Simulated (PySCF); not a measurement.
Run record: geometry optimisation, [WOF5]2-, `[O]=[W-2]([F])([F])([F])([F])[F]` [radical].

Computed with PBE0-D3(BJ)/def2-SVP geometry optimisation, gas phase, def2 core potentials past Kr (PySCF 2.14.0). Start geometry: GFN2-xTB. The input is one job of a driver script: a line of settings, then coordinates in Å.

Input:
```
{"job": {"xc": "PBE0", "basis": "def2-SVP", "d3": "d3bj", "grid": 1, "maxiter": 40, "kind": "geom"}, "charge": -2, "multiplicity": 2}
W     -0.001750    -0.000860     0.233920
O     -0.018090    -0.009170     1.941280
F      0.016440     0.008510    -1.862990
F      2.114700     0.005900    -0.059980
F     -2.112200    -0.005750    -0.096190
F     -0.005390     2.115070    -0.068160
F      0.006290    -2.113710    -0.087870
```

Problem. Give the output.

Solution. 
```
step   0  E = -640.74882833  max force = 0.096735
step   1  E = -640.78446428  max force = 0.033373
step   2  E = -640.77837923  max force = 0.015746
step   3  E = -640.78552826  max force = 0.009729
step   4  E = -640.78653954  max force = 0.010711
step   5  E = -640.78693046  max force = 0.002683
step   6  E = -640.78695536  max force = 0.000510
step   7  E = -640.78695770  max force = 0.000255
optimisation converged
```

Energies in Eh; «max force» is the largest Cartesian gradient component in Eh/bohr.

Problem. How much energy does the optimisation release, in eV?

Solution. E(step 0) − E(last step) = 0.038129 Eh, which is 1.038 eV.

Summary of the converged run: final energy -640.78696 Eh after 7 steps.

Problem. Give the final coordinates.

Solution. 0.117 Å rms from the input after alignment:
```
atom  x, y, z in Å
W1    -0.0007    0.0001    0.1502
O2    -0.0137   -0.0096    1.8882
F3     0.0109    0.0058   -1.8609
F4     1.9721    0.0073   -0.0289
F5    -1.9707   -0.0048   -0.0591
F6    -0.0045    1.9720   -0.0388
F7     0.0065   -1.9708   -0.0506
```

The ion is multiply charged and computed in the gas phase, without counter-ions or solvent; whether it holds all its electrons wasn't checked.

On one thread of an Arm Neoverse V2 (shared host), this took 84 s.
Labels such as C1 count atoms from 1, the log's own numbers from 0.

Neither the SCF state along the optimisation nor the shape of the open-shell metal species was proved the lowest: other solutions of the same spin, or a structure of lower symmetry, can lie below.
